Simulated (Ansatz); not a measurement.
`[F][In]([SH])[O][SiH3]` + `CO[SiH](O)Cl` → `CO[SiH](Cl)O[SiH3]` + `[OH][In]([F])[SH]`  (ligand exchange at the Si–O bond)

Isolated molecules relaxed with PBE0-D4/def2-TZVP in Ansatz; ΔE leaves out vibrations. CCSD(T)/CBS is the MP2 limit (def2-TZVPP, def2-QZVPP) plus CCSD(T) − MP2 in def2-TZVPP, frozen cores. DFT in def2-TZVPP. B3LYP here is the variant with VWN-RPA as its local correlation; programs differ in this. def2 core potentials past Kr. For In outer-core shells are correlated without core-valence functions, which leaves a few kJ/mol of doubt a bond. One conformer a species, not always the lowest.

`[F][In]([SH])[O][SiH3]`:

Cartesian coordinates in Å:
```
F -1.973 -1.286 -0.218
In -1.219 0.473 0.122
S -2.619 2.306 0.521
O 0.735 0.481 0.084
Si 1.914 -0.626 -0.167
H -3.719 1.543 0.390
H 1.822 -1.214 -1.532
H 1.835 -1.735 0.823
H 3.226 0.057 -0.023
```

`CO[SiH](O)Cl`:

```xyz
10

C    -0.795   -0.996    1.037
O    -0.699    0.094    0.146
Si    0.540    0.420   -0.851
O     0.316    1.880   -1.519
Cl    2.280    0.355    0.248
H     0.052   -1.016    1.729
H    -1.717   -0.881    1.609
H    -0.835   -1.947    0.497
H     0.673   -0.545   -1.955
H     0.186    2.634   -0.940
```

`CO[SiH](Cl)O[SiH3]`:

Z-matrix (Å, degrees):
```
C
O 1 1.412
H 1 1.094 2 111.0
H 1 1.090 2 107.9 3 119.4
H 1 1.095 2 111.3 3 -121.5
Si 2 1.622 1 126.0 3 60.1
O 6 1.609 2 108.0 1 -173.1
Cl 6 2.054 2 109.1 1 -53.3
H 6 1.473 2 112.7 1 65.8
Si 7 1.645 6 143.5 2 47.7
H 10 1.483 7 109.5 6 -87.3
H 10 1.484 7 110.2 6 33.4
H 10 1.482 7 107.7 6 153.4
```

`[OH][In]([F])[SH]`:

```xyz
6

O     1.789   -0.229   -0.972
In    0.076    0.003   -0.043
F    -0.488    1.870    0.022
S    -1.313   -1.603    0.949
H     2.132    0.617   -1.276
H    -2.196   -0.658    1.320
```

```csv
level,ΔE (kJ/mol)
ωB97X-V,-5.0
B2PLYP,-4.5
PBE0,-3.8
B3LYP,-5.4
```

Task: What does CCSD(T)/CBS give? (Estimate.)

Result: Ansatz gave: -4.0 kJ/mol. The listed levels differ from it by -1.0, -0.5, 0.2, -1.4 kJ/mol.

Largest T1 diagnostic among the species: 0.016.

The D4 term adds −3.5 kJ/mol with B3LYP and −2.1 kJ/mol with PBE0; it sums over pairs of atoms, weighted by their polarisabilities, and B3LYP, whose exchange is more repulsive, gets the larger term.
